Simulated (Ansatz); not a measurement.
Geometry optimisation, UKS PBE0/STO-3G (Ansatz).

Input:

```yaml
crystal:
  periodic: [false, false, false]
  atoms:
    - { symbol: B, position_ang: [-0.3837, -1.1231, -1.8186] }
    - { symbol: Si, position_ang: [0.6779, 0.021, -0.6849] }
    - { symbol: C, position_ang: [1.4857, -1.0519, 0.5785] }
    - { symbol: F, position_ang: [1.936, 0.7816, -1.6319] }
    - { symbol: C, position_ang: [-0.3491, 1.3408, 0.1387] }
    - { symbol: C, position_ang: [-1.3981, 0.7611, 1.0843] }
    - { symbol: H, position_ang: [0.0781, -1.9592, -2.4434] }
    - { symbol: H, position_ang: [-1.5519, -0.8471, -1.92] }
    - { symbol: H, position_ang: [2.1909, -1.7602, 0.1247] }
    - { symbol: H, position_ang: [0.7558, -1.6061, 1.1976] }
    - { symbol: H, position_ang: [2.106, -0.4172, 1.2982] }
    - { symbol: H, position_ang: [-0.8352, 1.9642, -0.6075] }
    - { symbol: H, position_ang: [0.2752, 2.0346, 0.7247] }
    - { symbol: H, position_ang: [-2.1105, 0.092, 0.5381] }
    - { symbol: H, position_ang: [-0.9106, 0.1524, 1.9024] }
    - { symbol: H, position_ang: [-1.9893, 1.5944, 1.5634] }
magnetization:
  spin_polarized: true
basis:
  gaussian: { orbitals: STO-3G }
hamiltonian:
  xc: pbe0
relax:
  f_tol: 0.02
  max_steps: 40
```

Command:

```bash
$ ansatz run input.yaml --threads 1 --pin off --max-ram 2048MiB --backend cpu --events-out ev --progress --plain --runs-dir out
```

Task: Where does it end, and by what steps?

Result: The run converged. Limits of this set-up: minimal basis. After 24 steps the energy has fallen by 0.403 eV; H8 moved furthest, 1.00 Å.

```
step  energy less start (eV)  largest force component (eV/Å)  accepted
   0                  0.0000                           2.129       yes
   1                 -0.2298                           1.237       yes
   2                 -0.3512                           0.413       yes
   3                 -0.3581                           0.530       yes
   4                 -0.0878                           1.692        no
   5                 -0.3744                           0.173       yes
   6                 -0.3806                           0.087       yes
   7                 -0.3880                           0.051       yes
   8                 -0.3829                           0.589        no
   9                 -0.3924                           0.022       yes
  10                 -0.3950                           0.169       yes
  11                 -0.3985                           0.128       yes
  12                 -0.2164                           1.803        no
  13                 -0.4008                           0.058       yes
  14                 -0.4007                           0.212        no
  15                 -0.4007                           0.118        no
  16                 -0.4013                           0.032       yes
  17                 -0.4019                           0.036       yes
  18                 -0.4019                           0.069       yes
  19                 -0.4017                           0.140        no
  20                 -0.4023                           0.034       yes
  21                 -0.4024                           0.022       yes
  22                 -0.4025                           0.033       yes
  23                 -0.4025                           0.024       yes
  24                 -0.4026                           0.005       yes
```

```xyz
16
Properties=species:S:1:pos:R:3
B -0.400 -1.120 -1.854
Si 0.725 0.000 -0.695
C 1.500 -1.065 0.648
F 1.941 0.735 -1.529
C -0.308 1.358 0.124
C -1.422 0.822 1.049
H -0.185 -1.263 -2.999
H -1.331 -1.687 -1.418
H 2.172 -1.819 0.227
H 0.730 -1.590 1.221
H 2.081 -0.457 1.348
H -0.761 1.994 -0.649
H 0.357 2.009 0.707
H -2.130 0.190 0.498
H -1.003 0.222 1.868
H -1.989 1.648 1.499
```

Whether the end is a true minimum wasn't checked by a vibrational analysis.

The run took 79 s on 1 thread of Intel(R) Xeon(R) 6975P-C (Granite Rapids), on a shared host, peak memory 0.19 GiB.
